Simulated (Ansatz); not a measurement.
Cost and result for the atomization energy of `CC(C)(C)[O][Ge][F]` (16 atoms, 15 bonds).

```xyz
16

C     0.7398    0.8418   -1.3113
C     0.1628    0.0309   -0.1627
C     0.1430    0.8537    1.1171
C    -1.2311   -0.4716   -0.5089
O     1.0444   -1.0883    0.0046
Ge    1.1230   -2.4818    1.0736
F    -0.3155   -2.2249    2.0799
H     0.1243    1.7226   -1.5084
H     1.7524    1.1717   -1.0711
H     0.7816    0.2366   -2.2189
H    -0.2700    0.2726    1.9429
H    -0.4703    1.7480    0.9842
H     1.1558    1.1706    1.3765
H    -1.6467   -1.0542    0.3145
H    -1.8994    0.3693   -0.7080
H    -1.1941   -1.0969   -1.4040
```

The species carries charge 0 and has multiplicity 1. Correlated methods include outer-core shells of Ge, which these sets cover unevenly. Scalar relativity is left out up to krypton. The structure was optimised at the PBE0-D4/def2-TZVP level. It is one conformer, not always the lowest. Program: Ansatz. All runs use 3 threads of an AMD EPYC 7R13 on a shared host and a share of an NVIDIA H100 80 GB. Times are those of one run each, without the atoms' runs, and a repeat can differ threefold. Electronic energies, without spin–orbit coupling; frozen cores. CCSD(T)/CBS adds CCSD(T) − MP2 in def2-TZVPP to the MP2 limit, and its time is that of the two runs behind it. T1 = 0.014. With those shells the extrapolation isn't a true limit. B3LYP takes the VWN-RPA correlation (the form of Gaussian; ORCA's B3LYP/G).

CCSD(T)/CBS is a level of theory with its own doubt, some kJ/mol a heavy atom from the limit and from the frozen cores, so smaller differences don't rank the functionals.

| level | functions | wall time |
| --- | --- | --- |
| CCSD(T)/def2-SVP | 161 | 1.7 s |
| PBE0-D4/def2-TZVPP | 360 | 1.8 s |
| r2SCANh-D4/def2-TZVPP | 360 | 1.8 s |
| BLYP-D4/def2-TZVPP | 360 | 1.9 s |
| B3LYP-D4/def2-TZVPP (with forces) | 360 | 2.1 s |
| CAM-B3LYP-D4/def2-TZVPP | 360 | 2.1 s |
| PBE-QIDH/def2-TZVPP | 360 | 2.1 s |
| r2SCAN-D4/def2-TZVPP (with forces) | 360 | 2.2 s |
| LDA (SPW92)/def2-TZVPP | 360 | 2.6 s |
| ωB97M-V/def2-TZVPP (with forces) | 360 | 2.8 s |
| MP2/def2-QZVPP | 701 | 6 s |
| CCSD(T)/def2-TZVPP | 360 | 16 s |
| CCSD(T)/CBS(def2) | – | 22 s |

(1) What atomization energy does each give, and how far from CCSD(T)/CBS? (Estimate.)

Answers

(1) Computed: 
| level | atomization (kcal/mol) | difference from CCSD(T)/CBS | per bond |
| --- | --- | --- | --- |
| CCSD(T)/def2-SVP | 1450.8 | -70.0 | -4.7 |
| PBE0-D4/def2-TZVPP | 1521.2 | 0.4 | 0.0 |
| r2SCANh-D4/def2-TZVPP | 1512.2 | -8.6 | -0.6 |
| BLYP-D4/def2-TZVPP | 1518.3 | -2.5 | -0.2 |
| B3LYP-D4/def2-TZVPP (with forces) | 1517.5 | -3.3 | -0.2 |
| CAM-B3LYP-D4/def2-TZVPP | 1526.1 | 5.3 | 0.4 |
| PBE-QIDH/def2-TZVPP | 1509.7 | -11.1 | -0.7 |
| r2SCAN-D4/def2-TZVPP (with forces) | 1522.4 | 1.6 | 0.1 |
| LDA (SPW92)/def2-TZVPP | 1742.3 | 221.5 | 14.8 |
| ωB97M-V/def2-TZVPP (with forces) | 1521.3 | 0.5 | 0.0 |
| MP2/def2-QZVPP | 1531.9 | 11.1 | 0.7 |
| CCSD(T)/def2-TZVPP | 1484.4 | -36.4 | -2.4 |
| CCSD(T)/CBS(def2) | 1520.8 | 0.0 | 0.0 |

In def2-TZVPP, CCSD(T) changes the Hartree–Fock value by +372.8 kcal/mol (the triples alone add +23.0 kcal/mol) and MP2 by +398.9 kcal/mol; breaking electron pairs costs correlation energy, which Hartree–Fock lacks. Leaving LDA and LC-ωPBE aside and taking each functional with its dispersion term where it has one, the values, not all of them listed here, spread over 79.0 kcal/mol, from BHLYP-D4 to PBE-D4. LDA lies +200.9 kcal/mol from PBE without D4, its usual overbinding. From PBE to PBE0 (25 % exact exchange), in def2-TZVPP and without D4, the atomization energy moves by −28.4 kcal/mol: exact exchange takes away binding that semilocal exchange gives to molecules.
